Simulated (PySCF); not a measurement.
**Ca (calcium, neutral) across methods**

[Ar] 4s1 4p1, high-spin 3P determinant (an excited configuration). Calculation: PySCF 2.14, in x2c-QZVPPall (11s7p4d3f, 73 functions); the spin-free X2C one-electron Hamiltonian (Gaussian nucleus).

```json
{"method": "CAM-B3LYP", "E (hartree)": "-680.429", "mean ε 3p β (eV)": "-32.810", "mean ε 4s α (eV)": "-6.385", "mean ε 4p α (eV)": "-3.516", "Σ⟨r²⟩ (bohr²)": "61.29", "⟨S²⟩": "2.000"}
{"method": "M06-2X", "E (hartree)": "-680.409", "mean ε 3p β (eV)": "-33.439", "mean ε 4s α (eV)": "-6.046", "mean ε 4p α (eV)": "-3.071", "Σ⟨r²⟩ (bohr²)": "61.02", "⟨S²⟩": "2.000"}
{"method": "r2SCAN", "E (hartree)": "-680.356", "mean ε 3p β (eV)": "-29.842", "mean ε 4s α (eV)": "-4.745", "mean ε 4p α (eV)": "-2.314", "Σ⟨r²⟩ (bohr²)": "61.37", "⟨S²⟩": "2.000"}
{"method": "BP86", "E (hartree)": "-680.474", "mean ε 3p β (eV)": "-29.128", "mean ε 4s α (eV)": "-4.775", "mean ε 4p α (eV)": "-2.320", "Σ⟨r²⟩ (bohr²)": "61.03", "⟨S²⟩": "2.000"}
{"method": "BHandHLYP", "E (hartree)": "-680.404", "mean ε 3p β (eV)": "-33.521", "mean ε 4s α (eV)": "-5.918", "mean ε 4p α (eV)": "-3.138", "Σ⟨r²⟩ (bohr²)": "61.90", "⟨S²⟩": "2.000"}
{"method": "PBE0", "E (hartree)": "-680.222", "mean ε 3p β (eV)": "-31.379", "mean ε 4s α (eV)": "-5.371", "mean ε 4p α (eV)": "-2.830", "Σ⟨r²⟩ (bohr²)": "61.39", "⟨S²⟩": "2.000"}
{"method": "LDA", "E (hartree)": "-678.529", "mean ε 3p β (eV)": "-29.091", "mean ε 4s α (eV)": "-4.799", "mean ε 4p α (eV)": "-2.228", "Σ⟨r²⟩ (bohr²)": "61.44", "⟨S²⟩": "2.000"}
{"method": "PBE", "E (hartree)": "-680.179", "mean ε 3p β (eV)": "-29.048", "mean ε 4s α (eV)": "-4.663", "mean ε 4p α (eV)": "-2.267", "Σ⟨r²⟩ (bohr²)": "61.44", "⟨S²⟩": "2.000"}
{"method": "UHF", "E (hartree)": "-679.59853", "mean ε 3p β (eV)": "-37.295", "mean ε 4s α (eV)": "-7.153", "mean ε 4p α (eV)": "-4.282", "Σ⟨r²⟩ (bohr²)": "63.60", "⟨S²⟩": "2.000"}
```
